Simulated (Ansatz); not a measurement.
Harmonic frequencies (cm⁻¹) at PBE0-D4/def2-TZVP from Ansatz: 139, 139, 409, 431, 431, 622, 622, 842, 880, 880, 1210, 2176, 2176, 2177, 2380.

Which molecule is it?
A. `F[C]1=[CH][GeH2]1`
B. `C#[C][GeH2][F]`
C. `[Cl][Al]1[BH][NH]1`
D. `FC#[C][GeH3]`

D.
